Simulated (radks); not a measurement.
All-electron atom: Tm+ in [Xe] 4f13 6s1. All-electron calculation, scalar-relativistic Kohn-Sham, PBEsol, spin-polarised, spherical densities, finite nucleus; open shells are filled with parallel spins first (spin-orbit coupling, left out, can overturn this in heavy ions); Fermi nuclear charge, rms radius 5.2256 fm. Program: a radial shooting solver on a logarithmic mesh with Libxc functionals. Some entries of the table are withheld. Estimate them.

orbital  occ.  eigenvalue (eV)  <1/r> (bohr^-1)  <r> (bohr)
1s up       1        -59258.82            79.04     0.02002
1s down     1        -59258.81            79.04     0.02002
2s up       1        -10004.18            18.42     0.08491
2s down     1        -10004.16            18.42     0.08491
2p up       3        -8836.363            16.96     0.07542
2p down     3        -8836.346            16.96     0.07542
3s up       1        -2253.463            6.797      0.2211
3s down     1        -2253.021            6.798      0.2211
3p up       3        -1899.719            6.340      0.2204
3p down     3        -1899.277            6.341      0.2204
3d up       5        -1462.317            6.008      0.1999
3d down     5        -1461.976            6.009      0.1999
4s up       1        -449.2806            2.873      0.4980
4s down     1        -448.3853            2.873      0.4980
4p up       3        -332.9990            2.625      0.5286
4p down     3        -332.1175            2.625      0.5286
4d up       5        -178.5048            2.319      0.5718
4d down     5        -177.6363            2.318      0.5719
5s up       1         -60.3325            1.078       1.230
5s down     1         -59.8577            1.077       1.231
5p up       3         -33.8293              (1)       1.471
5p down     3         -33.4012              (2)       1.468
4f up       7         -10.1409            1.691         (3)
6s up       1          -9.5651           0.3529       3.544
4f down     6          -9.3509            1.686         (4)
6s down     0          -8.5335           0.3561       3.523

Answer. 
(1) 5p up <1/r> (bohr^-1): 0.8876
(2) 5p down <1/r> (bohr^-1): 0.8878
(3) 4f up <r> (bohr): 0.8041
(4) 4f down <r> (bohr): 0.8070
